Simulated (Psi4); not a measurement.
A dimer, H4Si ··· H4Ge (SMILES [SiH4] and [GeH4]); the first 5 atoms form monomer A.

```
10

Si     0.0000     0.0000     0.0000
H     -0.2110     0.9932    -1.0772
H      1.2588    -0.7381    -0.2490
H     -1.1338    -0.9515     0.0227
H      0.0860     0.6964     1.3035
Ge     0.5984    -2.4601     3.0327
H     -0.7200    -1.7032     3.2512
H      1.7601    -1.4575     2.9701
H      0.5265    -3.2434     1.7135
H      0.8269    -3.4366     4.1960
```

Question: What interaction energy does SAPT0/jun-cc-pVDZ, frozen core run with Psi4 give, and which attractive term is the largest?

Answer: Total 1.09 kJ/mol: electrostatics -0.35, exchange 7.12, induction -0.71, dispersion -4.97. The most attractive term is dispersion.
